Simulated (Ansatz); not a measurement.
Input for Ansatz (a quantum-chemistry and plane-wave program): R-B97M-V/def2-TZVPP on C6H6 (SMILES C#CCCC#C).

Ansatz 0.2 input:
```yaml
crystal:
  periodic: [false, false, false]
  atoms:
    - {symbol: C, position_ang: [-2.29749461, 1.03285642, -0.34480376]}
    - {symbol: C, position_ang: [-1.54424366, 0.12901341, -0.11247838]}
    - {symbol: C, position_ang: [-0.61845135, -0.95267892, 0.18862236]}
    - {symbol: C, position_ang: [0.72933286, -0.45982603, 0.76305396]}
    - {symbol: C, position_ang: [1.50916318, 0.31756366, -0.18843980]}
    - {symbol: C, position_ang: [2.14201911, 0.94716769, -0.98930571]}
    - {symbol: H, position_ang: [-2.96279770, 1.83275768, -0.55775921]}
    - {symbol: H, position_ang: [-1.07675538, -1.62864034, 0.91550012]}
    - {symbol: H, position_ang: [-0.43015405, -1.53655463, -0.71559754]}
    - {symbol: H, position_ang: [1.30912706, -1.33130072, 1.07878823]}
    - {symbol: H, position_ang: [0.53989647, 0.13853698, 1.65751256]}
    - {symbol: H, position_ang: [2.70025807, 1.51100480, -1.69519281]}
basis:
  gaussian:
    orbitals: def2-TZVPP
hamiltonian:
  xc: {name: B97M-V}
scf: {lower_state_search: off}
```

Q: Give the final energy of this run.

A: -232.1993 hartree.

Q: How many basis functions does it have, and what does it roughly cost on one machine?

A: 270 functions; about 10 core-seconds (a rough figure).
